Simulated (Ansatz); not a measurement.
Basis-set series for C$_{2}$H$_{9}$NOSi, SMILES `NCCO[SiH3]`. Charge 0, multiplicity 1. The geometry is a stationary point of PBE0-D4/def2-TZVP. It is one conformer, not always the lowest.

| functional | basis | functions | energy (Eh) | HOMO (eV) | LUMO (eV) |
| --- | --- | --- | --- | --- | --- |
| PBE0-D4 | def2-SVP | 119 | -500.50075 | -6.61 | 0.84 |
| PBE0-D4 | def2-QZVPP | 568 | -500.87440 | -6.96 | 0.13 |
| ωB97M-V | def2-SVP | 119 | -500.73187 | -9.04 | 2.73 |
| ωB97M-V | def2-QZVPP | 568 | -501.11509 | -9.40 | 1.53 |

(1) Give the rows for def2-TZVPP. (Estimate.)

Results:

(1) Computed: 
```tsv
functional	basis	functions	energy (Eh)	HOMO (eV)	LUMO (eV)
PBE0-D4	def2-TZVPP	292	-500.85158	-6.91	0.30
ωB97M-V	def2-TZVPP	292	-501.09353	-9.34	1.93
```

Positive LUMOs are unbound and depend on the basis.
